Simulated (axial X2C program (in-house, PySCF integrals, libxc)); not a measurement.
## Low determinants of RbP⁺ at the PBE0 level, with spin–orbit coupling

All values were computed with an axial X2C code built on PySCF integrals. Two-component (2c) means X2C with spin–orbit coupling and atomic mean-field two-electron Coulomb and Gaunt terms. Basis: Rb dyall-cv3z [12s13p8d4f1g], P dyall-v3z [8s7p2d1f] (cores contracted in-house); Gaussian nuclei, density fitting, unrestricted open shells. Masses: Rb 84.912 u, P 30.974 u.

Search at 3.701 Å (vertical energies from the lowest determinant):

```
ΔE (eV)    state  electrons beyond evenly filled partner blocks  electrons in ±ω = 1/2, 3/2, 5/2, 7/2
   0.00  Ω = 3/2                                        ω = 3/2                             36 13 2 0
   0.65  Ω = 1/2                          2 × ω = -1/2, ω = 3/2                             36 13 2 0
   1.39  Ω = 1/2                                        ω = 1/2                             37 12 2 0
   1.43  Ω = 5/2                           2 × ω = 1/2, ω = 3/2                             36 13 2 0
   1.46  Ω = 1/2                                        ω = 1/2                             35 14 2 0
   7.95  Ω = 7/2                           ω = 1/2, 2 × ω = 3/2                             35 14 2 0
```

Lowest determinant, Ω = 3/2 (⟨Sz⟩ = 1.50, ⟨Lz⟩ = 0.00 at PBE0): Re = 3.666 Å, ωe = 66.7 cm⁻¹.

The determinant in row 2 of the search, Ω = 1/2 (⟨Sz⟩ = 0.50, ⟨Lz⟩ = 0.00 at PBE0), was followed along the bond at PBE0; measured from the minimum of the lowest determinant it gives:

Te = 0.646 eV (5207 cm⁻¹), Re = 3.696 Å, ωe = 68.3 cm⁻¹.

Compare the bond of the determinant in row 2 with that of the lowest one.

At PBE0 its Re is 0.030 Å longer and its force constant, which goes as ωe², is 1.05 times that of the lowest determinant. This determinant mixes spin states, so it has no term energy of its own.

The search compares states at one distance, so a state with another bond length can lie lower; it is not exhaustive and yields mostly the lowest determinant of each block pattern, so other components and higher states of one pattern are missing. A followed state lies above the atoms to which the lowest one dissociates. These are energies of single determinants, not of spin-adapted states; PBE0 term energies can be off by some tenths of an eV, and the functional has no current term.
